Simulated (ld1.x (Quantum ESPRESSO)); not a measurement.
Before and after: ultrasoft potential for Lu

```
Element                 : lutetium
Generator               : ld1.x (Quantum ESPRESSO) 7.5
Type                    : ultrasoft
Functional              : PBE
Relativity              : scalar-relativistic
Frozen core             : [Xe] 4f14
Valence charge          : 3
Reference configuration : 5d1 6s2 6p0
Partial waves           : 6s (bound): rcut 2.50, rcutus 3.45 bohr; 6s channel at 0.45 Ry: rcut 2.50, rcutus 3.45 bohr; 6p (bound, empty): rcut 3.40, rcutus 4.40 bohr; 6p channel at 3 Ry: rcut 3.40, rcutus 4.40 bohr; 5d (bound): rcut 2.30, rcutus 2.45 bohr; 5d channel at 0.6 Ry: rcut 2.30, rcutus 2.45 bohr
Local potential         : all-electron potential smoothed inside 4.05 bohr (lloc = -1)
Core correction         : none
Augmentation charge     : PSQ, inside the norm-conserving radii
```

Change: augmentation built from norm-conserving waves at rcut, not smoothed further.

Cutoffs: the cutoffs (Ry, on a coarse ladder) from which the occupation-weighted sum of valence levels, in a spherical-Bessel basis at the reference potential, stays within 10 and 1 mRy of its value at 400 Ry; they do not see the model core or the augmentation charge, which bear on the density cutoff. Errors are all-electron minus pseudo energies relative to the spin-unpolarised reference configuration.

Question: What does the change do?

Answer: The potential gets neither clearly harder nor softer (12 Ry and 18 Ry → 12 Ry and 18 Ry); a bound ghost appears in p, which as a rule spoils a file; of the 7 tests that both files solve, the error grows in 1 and shrinks in 3 by more than 15 % and 0.3 meV (median size 58.1 → 40.0 meV).

| quantity | base | changed |
| --- | --- | --- |
| cutoff, loose | 12 Ry | 12 Ry |
| cutoff, tight | 18 Ry | 18 Ry |
| bound ghosts | none | p |
| error for 5d1 6s1 6p0, meV [ΔE 7.37 eV] | +3.3 | -0.9 |
| error for 5d1 6s0 6p0, meV [ΔE 20.64 eV] | +209 | +195 |
| error for 5d1 6s1.5 6p0, meV [ΔE 2.99 eV] | -0.4 | -1.7 |
| error for 5d1 6s0 6p1, meV [ΔE 11.61 eV] | +58 | +21 |
| error for 5d2 6s0 6p0, meV [ΔE 9.89 eV] | +178 | +155 |
| error for 5d0 6s2 6p1, meV [ΔE 0.95 eV] | +186 | +152 |
| error for 5d2 6s1 6p0, meV [ΔE 3.01 eV] | +46 | +40 |
| s: phases at 4.74 bohr within 0.05 rad from the reference energy up to (Ry; the scan ends near 5) | 2.7 | 2.9 |
| p: phases at 4.74 bohr within 0.05 rad from the reference energy up to (Ry; the scan ends near 5) | 0.9 | 0.9 |
| d: phases at 4.74 bohr within 0.05 rad from the reference energy up to (Ry; the scan ends near 5) | 2.6 | 2.6 |
| lowest overlap eigenvalue by channel | s 0.39, p 0.23, d 0.99 | s 0.38, p 0.14, d 0.99 |

 A true bound ghost makes a file unfit for plane-wave use even where its test errors are small: the radial tests pick states by their node count and pass the ghost by.
